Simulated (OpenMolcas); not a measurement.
## Co4+ in Cs2GeF6: curves along the breathing mode

Co4+ with its 6 nearest fluoride ions, on the Ge site of Cs2GeF6 (a = 9.021 Å, distance in the model lattice 1.804 Å). The rest of the host is ab initio model potentials to 7.6 Å and point charges beyond; the distance is set by hand and nothing relaxes. Ligand basis ANO-RCC-VDZP.

| Item | Value |
| --- | --- |
| Program | OpenMolcas 26.06 |
| Method | CASSCF |
| Basis | ANO-RCC-VDZP [5s4p2d1f] |
| Scalar Hamiltonian | DKH2, point nucleus |
| Active space | 5 electrons in 5 orbitals (3d) |
| State averaging | 2S+1 = 6 even, 1 root; 2S+1 = 4 even, 24 roots; 2S+1 = 2 even, 75 roots |
| Spin-orbit coupling | state interaction with AMFI integrals over the reference wave functions |

Spin-free energies (labels of O, the rotations of Oh) in cm-1 above the lowest fitted minimum, as all ligands move together:

```csv
R (Å),6A1,4E,2E,4E(2),2E(2),2E(3),2E(4)
1.707,6270,38010,37350,44970,50830,59600,70390
1.747,1640,33200,34710,40230,46770,55140,65860
1.787,30,31340,34810,38470,45560,53590,64250
1.827,860,31820,37120,39100,46650,54400,65000
1.868,3690,34200,41310,41680,49680,57150,67740
1.908,7940,37920,46800,45650,54080,61310,71930
```

Cubic fits give the following; the wavenumber is harmonic, with the mass of all moving ligands, small differences in it between states hang on the degree of the fit, a number in brackets counts states of one label, and the table is a selection of at most 14 states with clean curves.

```csv
State,R0 (Å),Breathing mode (cm-1),Minimum (cm-1)
6A1,1.792,665,0
4E,1.798,643,31240
2E,1.766,677,34460
4E(2),1.795,653,38410
2E(2),1.787,656,45550
2E(3),1.792,654,53560
2E(4),1.793,656,64210
2E(5),1.788,670,76820
2E(6),1.810,663,82730
2E(7),1.811,659,116890
```

Without dynamic correlation the repulsion within the d shell is too large (B by tens of per cent), so at a given field states of lower spin stand too high. Ligand-to-metal charge-transfer states are missing. With no ligand orbital active B as a rule stays too high, so bands that hang on it stand too high and its fall with covalency is understated. With metal d orbitals alone and no dynamic correlation 10Dq can be off by a tenth to a fifth, either way, in oxide and fluoride hosts. This shell can be high or low spin here, a state of another spin lies low, and with metal d orbitals alone active their balance is uncertain, so the ground spin may be wrong (holds for R = 1.707; R = 1.747; R = 1.787). The least metal-like active orbital is 74 % on the metal (Löwdin) and no ligand orbital is active, so the numbers are rough (holds for R = 1.707). The least metal-like active orbital is 73 % on the metal (Löwdin) and no ligand orbital is active, so the numbers are rough (holds for R = 1.747). The least metal-like active orbital is 72 % on the metal (Löwdin) and no ligand orbital is active, so the numbers are rough (holds for R = 1.787). CASSCF with metal d orbitals alone favours high spin, so a ground state of lower spin is not ruled out (holds for R = 1.827; R = 1.868; R = 1.908). The least metal-like active orbital is 71 % on the metal (Löwdin) and no ligand orbital is active, so the numbers are rough (holds for R = 1.827). The least metal-like active orbital is 68 % on the metal (Löwdin) and no ligand orbital is active, so the numbers are rough, and ground spin, moment and any spin crossover can be artefacts of this space; highly charged d ions in such sites are as a rule low spin (holds for R = 1.868). The least metal-like active orbital is 66 % on the metal (Löwdin) and no ligand orbital is active, so the numbers are rough, and ground spin, moment and any spin crossover can be artefacts of this space; highly charged d ions in such sites are as a rule low spin (holds for R = 1.908). No measured value stands beside these numbers.
